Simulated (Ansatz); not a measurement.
Stepwise reaction of `[F][Ta]([F])([F])([F])[Cl]` with hydrogen chloride, as a gas-phase model of exchange steps in deposition or etching. ΔE in kJ/mol; ΔG adds harmonic PBE0-D4 terms to CCSD(T)/CBS, at 1 bar.

Calculated with Ansatz (gas phase, PBE0-D4/def2-TZVP geometries, no zero-point term in ΔE). CCSD(T)/CBS adds triple-zeta CCSD(T) − MP2 to the extrapolated MP2 energy (def2 sets, frozen cores). This one scheme is used for every species. DFT in def2-TZVPP. B3LYP here is the variant with VWN-RPA as its local correlation; programs differ in this. def2 core potentials past Kr. For Ta outer-core shells are correlated without core-valence functions, which leaves a few kJ/mol of doubt a bond.

```
step                                                                    reaction  PBE-D4  B3LYP-D4  ωB97M-V  CCSD(T)/CBS  ΔG(600 K)
   1    `[F][Ta]([F])([F])([F])[Cl]` + HCl → `[F][Ta]([F])([F])([Cl])[Cl]` + H–F    24.6      26.4     28.0         17.9       21.5
   2  `[F][Ta]([F])([F])([Cl])[Cl]` + HCl → `[F][Ta]([F])([Cl])([Cl])[Cl]` + H–F    30.9      35.9     37.4         26.2       29.5
```

Q: By hand: ΔE of the 2 steps together at CCSD(T)/CBS.

A: (17.9) + (26.2) = 44.1 kJ/mol, or 22.0 kJ/mol a step.

In ΔE each step is higher than the one before. All are uphill at CCSD(T)/CBS. ΔG lies between 21.5 and 29.5 kJ/mol a step. PBE-D4 differs from CCSD(T)/CBS by 4.7 to 6.7 kJ/mol a step. Isolated molecules leave out the surface, adducts and barriers. Largest T1 diagnostic: 0.018.
